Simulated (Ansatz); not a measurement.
`F[Si](F)(Cl)[GeH3]` and `F[Si](F)(Cl)I` differ in one atom or group.

Ansatz, PBE0-D4/def2-TZVP geometries, multiplicity 1. 

Elements past krypton have def2 core potentials. Scalar relativity is left out up to krypton. Spin–orbit coupling is left out; it splits and shifts lone-pair levels of the heavy atoms by tenths of an eV.

```csv
property,`F[Si](F)(Cl)[GeH3]`
size of the dipole moment (ωB97M-V/def2-TZVPP) / D,1.82
HOMO–LUMO gap (B3LYP/def2-TZVPP) / eV,8.34
"ideal-gas entropy at 298 K and 1 bar (rigid rotor, harmonic PBE0-D4/def2-TZVP) / J/(mol·K)",375
HOMO energy (PBE/def2-TZVPP) / eV,-7.68
size of the dipole moment (B3LYP/def2-TZVPP) / D,1.82
LUMO energy (B3LYP/def2-TZVPP) / eV,-0.38
```

Task: Give the same properties after the change, and the shifts. (Estimate.)

Result: The calculation gave: 
```json
{"property": "size of the dipole moment (ωB97M-V/def2-TZVPP) / D", "`F[Si](F)(Cl)I`": "0.99", "shift": "-0.83"}
{"property": "HOMO–LUMO gap (B3LYP/def2-TZVPP) / eV", "`F[Si](F)(Cl)I`": "6.94", "shift": "-1.40"}
{"property": "ideal-gas entropy at 298 K and 1 bar (rigid rotor, harmonic PBE0-D4/def2-TZVP) / J/(mol·K)", "`F[Si](F)(Cl)I`": "350", "shift": "-25"}
{"property": "HOMO energy (PBE/def2-TZVPP) / eV", "`F[Si](F)(Cl)I`": "-7.25", "shift": "0.43"}
{"property": "size of the dipole moment (B3LYP/def2-TZVPP) / D", "`F[Si](F)(Cl)I`": "1.06", "shift": "-0.76"}
{"property": "LUMO energy (B3LYP/def2-TZVPP) / eV", "`F[Si](F)(Cl)I`": "-1.24", "shift": "-0.86"}
```

With PBE0 the HOMO rises by 0.48 eV and the LUMO falls by 0.79 eV, so the gap narrows by about 1.27 eV. PBE moves the HOMO by 0.43 eV and ωB97M-V by 0.39 eV. The zero-point energy changes by -59.3 kJ/mol with -9 modes. Dipoles are sizes alone; their direction can turn.

B3LYP here is the variant with VWN-RPA as its local correlation; programs differ in this.
